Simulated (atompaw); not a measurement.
Reading a pseudo-wave (Ti)

Columns: radius, all-electron u(r) and pseudo u(r) of the 4p shell (level -9.33 eV) of titanium in the configuration [Ne] 3s2 3p6 3d2 4s0.5 4p0; PBEsol, non-relativistic, PAW (atompaw) scheme, atompaw 4.2.0.5.

```
r (bohr)  all-electron   pseudo
   0.071        0.0803  -0.0129
   0.142        0.1478  -0.0505
   0.213        0.1425  -0.1093
   0.285        0.0850  -0.1853
   0.356        0.0059  -0.2694
   0.427       -0.0751  -0.3552
   0.498       -0.1460  -0.4354
   0.569       -0.2013  -0.5030
   0.640       -0.2391  -0.5526
   0.712       -0.2599  -0.5806
   0.783       -0.2650  -0.5845
   0.854       -0.2568  -0.5648
   0.925       -0.2380  -0.5239
   0.996       -0.2106  -0.4652
   1.067       -0.1769  -0.3934
   1.138       -0.1385  -0.3134
   1.210       -0.0962  -0.2292
   1.281       -0.0526  -0.1476
   1.352       -0.0081  -0.0707
   1.423        0.0366  -0.0009
   1.494        0.0807   0.0610
   1.565        0.1239   0.1153
   1.637        0.1663   0.1635
   1.708        0.2063   0.2058
   1.779        0.2445   0.2445
   1.850        0.2807   0.2807
```

Problem. How many radial nodes do the two functions have?

Solution. The all-electron 4p function has n − l − 1 = 2; the pseudo-wave has 1, since 1 lower shell of the same l stays in the valence.

Problem. Is the pseudo-wave norm-conserving?

Solution. No, it belongs to a PAW set: the norm inside the radius is not constrained, and the difference is carried by the augmentation charge.
